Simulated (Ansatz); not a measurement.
Two isomers of C6H17NSi: A = `CC[Si](N)(CC)CC`, B = `CC(C)N([SiH3])C(C)C`.

Computed with Ansatz on PBE0-D4/def2-TZVP structures; ΔE is electronic, products minus reactants. CBS: MP2 limit from def2 TZ/QZ plus the TZ coupled-cluster correction, frozen cores. Functionals use def2-TZVPP. B3LYP here is the variant with VWN-RPA as its local correlation; programs differ in this. One conformer a species, not always the lowest.

**Question.** Which is lower in electronic energy at CCSD(T)/CBS, and by how much? (Estimate.)

**Answer.** Computed: A, by 36.2 kcal/mol.

**Question.** Give E(B) − E(A) in kcal/mol with HF/def2-TZVPP, CCSD(T)/def2-SVP, CCSD/def2-TZVPP, LDA (SPW92), B3LYP-D4, PBE0-D4, PBE-D4. (An estimate is asked.)

**Answer.** The calculation gave: HF/def2-TZVPP 35.1, CCSD(T)/def2-SVP 23.2, CCSD/def2-TZVPP 35.1, LDA (SPW92) 31.9, B3LYP-D4 35.8, PBE0-D4 36.9, PBE-D4 36.6. None reverses the order clearly.

Largest T1 diagnostic: 0.010.

From BLYP to BHLYP (50 % exact exchange), in def2-TZVPP and without D4, E(B) − E(A) moves by −1.0 kcal/mol. At CCSD(T), def2-SVP lies −13.0 kcal/mol from the extrapolated value and def2-TZVPP −1.7 kcal/mol.
